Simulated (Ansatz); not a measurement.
Isolated molecules relaxed with PBE0-D4/def2-TZVP in Ansatz; ΔE leaves out vibrations. CCSD(T)/CBS is the MP2 limit (def2-TZVPP, def2-QZVPP) plus CCSD(T) − MP2 in def2-TZVPP, frozen cores. Functionals use def2-TZVPP. B3LYP here is the variant with VWN-RPA as its local correlation; programs differ in this. Each species was taken in one conformer, which may not be the lowest.

`CC(F)(CF)C(F)F` + `OC(F)CF` → `FCC(F)OC(F)F` + `CC(F)CF`  (substitution at a C–C bond)

`CC(F)(CF)C(F)F`:

Z-matrix (Å, degrees):
```
C
C 1 1.509
H 1 1.091 2 110.7
H 1 1.089 2 109.6 3 -119.9
H 1 1.091 2 110.0 3 120.5
F 2 1.388 1 109.1 3 174.1
C 2 1.512 1 111.1 3 -67.0
C 2 1.527 1 112.4 3 57.7
F 7 1.377 2 110.9 1 175.4
H 7 1.093 2 110.2 1 55.3
H 7 1.093 2 108.9 1 -65.4
F 8 1.351 2 110.2 1 52.2
F 8 1.357 2 109.2 1 -65.8
H 8 1.092 2 112.0 1 173.4
```

`OC(F)CF`:

```xyz
9

O     0.338    0.315   -1.503
C     0.048    0.666   -0.214
F     1.156    1.237    0.389
C    -0.392   -0.512    0.625
F     0.495   -1.555    0.435
H     0.872   -0.489   -1.479
H    -0.732    1.433   -0.243
H    -1.384   -0.845    0.306
H    -0.401   -0.250    1.685
```

`FCC(F)OC(F)F`:

```xyz
12

F     1.867   -2.073   -0.369
C     0.685   -1.627    0.162
C     0.548   -0.150   -0.104
F     1.524    0.539    0.571
O    -0.700    0.225    0.372
C    -1.114    1.479    0.009
F    -2.230    1.725    0.692
F    -1.415    1.507   -1.309
H     0.682   -1.806    1.240
H    -0.146   -2.159   -0.309
H     0.669    0.086   -1.166
H    -0.370    2.255    0.210
```

`CC(F)CF`:

```xyz
11

C    -1.124    0.634    0.158
C     0.304    0.233    0.431
F     0.380   -0.330    1.698
C     0.816   -0.766   -0.570
F     2.167   -0.972   -0.408
H    -1.483    1.288    0.953
H    -1.773   -0.244    0.116
H    -1.200    1.172   -0.789
H     0.966    1.107    0.436
H     0.644   -0.396   -1.586
H     0.303   -1.724   -0.438
```

CCSD(T)/CBS gives +17.8 kJ/mol.

Task: Another level gave +13.6 kJ/mol. Which?
A. ωB97X-V/def2-TZVPP
B. B3LYP/def2-TZVPP
C. HF/def2-TZVPP
D. B2PLYP/def2-TZVPP

Result: A. ωB97X-V 13.6, HF/def2-TZVPP -5.7, B3LYP 4.8, B2PLYP 9.4 kJ/mol.

Largest T1 diagnostic among the species: 0.012.

The D4 term adds +5.9 kJ/mol with B3LYP and +3.0 kJ/mol with PBE0; it sums over pairs of atoms, weighted by their polarisabilities, and B3LYP, whose exchange is more repulsive, gets the larger term. In def2-TZVPP, CCSD(T) changes the Hartree–Fock value by +21.0 kJ/mol (the triples alone add +2.2 kJ/mol) and MP2 by +23.0 kJ/mol.
